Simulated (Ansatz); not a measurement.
Consider the ligand exchange at a B–Cl bond: `NB(Cl)Cl` + `OC=S` → `NB(Cl)OC=S` + HCl.

Program: Ansatz. Geometries: PBE0-D4/def2-TZVP. ΔE: electronic, gas phase. CCSD(T)/CBS adds triple-zeta CCSD(T) − MP2 to the extrapolated MP2 energy (def2 sets, frozen cores). This one scheme is used for every species. DFT in def2-TZVPP. Each species was taken in one conformer, which may not be the lowest.

`NB(Cl)Cl`:

```xyz
6

N     0.027   -0.498    0.636
B    -0.019    0.354   -0.453
Cl   -0.827   -0.143   -1.936
Cl    0.730    1.946   -0.366
H     0.479   -0.246    1.498
H    -0.390   -1.413    0.621
```

`OC=S`:

```xyz
5

O    -0.781   -0.475   -0.423
C     0.176    0.282    0.111
S     0.097    1.882    0.214
H    -0.528   -1.405   -0.382
H     1.035   -0.285    0.481
```

`NB(Cl)OC=S`:

Z-matrix (Å, degrees):
```
N
B 1 1.385
H 1 1.006 2 121.6
H 1 1.003 2 122.9 3 -180.0
Cl 2 1.769 1 120.7 3 180.0
O 2 1.387 1 117.4 3 0.0
C 6 1.335 2 125.9 1 -179.9
S 7 1.605 6 123.4 2 -180.0
H 7 1.091 6 113.8 2 0.0
```

HCl:

Cartesian coordinates in Å:
```
Cl 0.083 -0.615 -0.154
H -0.083 0.615 0.154
```

| species | PBE-QIDH energy (Eh) |
| --- | --- |
| `NB(Cl)Cl` | -1000.82820 |
| `OC=S` | -512.39342 |
| `NB(Cl)OC=S` | -1052.64584 |
| HCl | -460.58322 |

Task: Work out ΔE.

Result: ΔE = (-1052.64584) + (-460.58322) − (-1000.82820) − (-512.39342) = -0.00744 Eh = -19.5 kJ/mol. CCSD(T)/CBS gives -23.8 kJ/mol.

Largest T1 diagnostic among the species: 0.018.

Leaving LDA and LC-ωPBE aside and taking each functional with its dispersion term where it has one, the values, not all of them listed here, spread over 16.1 kJ/mol, from BHLYP-D4 to revPBE-D4. LDA lies −10.1 kJ/mol from PBE without D4. From PBE to PBE0 (25 % exact exchange), in def2-TZVPP and without D4, ΔE moves by −4.1 kJ/mol.
